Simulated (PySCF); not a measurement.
# A single-point calculation

BiF3 (singlet). PySCF 2.14.0, RKS PBE0, Bi def2-SVP with ECP60, F def2-SVP; non-relativistic Hamiltonian with scalar-relativistic core potentials where named; density fitting; no spin-orbit coupling. Purpose: singlet excitations, Tamm-Dancoff PBE0.

```python
mol = gto.M(atom='''
Bi    -0.00000    -0.00000     0.60077
F      1.74140     0.00000    -0.42753
F     -0.87070     1.50810    -0.42753
F     -0.87070    -1.50810    -0.42753''',
    basis={'Bi': 'def2-SVP', 'F': 'def2-SVP'},
    ecp={'Bi': 'def2-SVP'},
    charge=0, spin=0)
mf = dft.RKS(mol, xc='PBE0')
mf.grids.atom_grid = (50, 194)
mf = mf.density_fit()  # fitting sets: Bi def2-universal-JKFIT, F def2-universal-JKFIT
mf.conv_tol = 1e-08; mf.max_cycle = 55
mf.kernel(dm0)  # dm0: converged density of the relaxed state
td = mf.TDA(); td.nstates = 8; td.kernel()
```

Run from Python with OMP_NUM_THREADS=2; the lines above give its settings. Where DIIS fails, smearing, a level shift and second-order steps follow.
It took 5.2 s on 2 threads of Arm Neoverse V1 (shared host), from an already converged density.

Question: Where do the frontier levels lie, over both spins?

Answer: HOMO -9.72 eV, LUMO -1.58 eV. 

Question: What are the Mulliken charges and spins?

Answer: 
```tsv
atom	charge (e)	spin (e)
Bi1	1.379	0.000
F2	-0.460	0.000
F3	-0.460	0.000
F4	-0.460	0.000
```

Question: Which singlet excitations follow (Tamm-Dancoff, 8 states)?

Answer: 
```tsv
state	eV	oscillator strength
1	6.97	0.0531
2	6.97	0.0531
3	7.27	0.1026
4	7.31	0.0022
5	7.31	0.0022
6	7.39	0.0026
7	7.43	0.0000
8	7.49	0.0216
```
Functionals without range separation put charge-transfer states too low; the basis has no diffuse functions.

The geometry was relaxed with r2SCAN (Bi def2-SVP with ECP60, F def2-SVP).
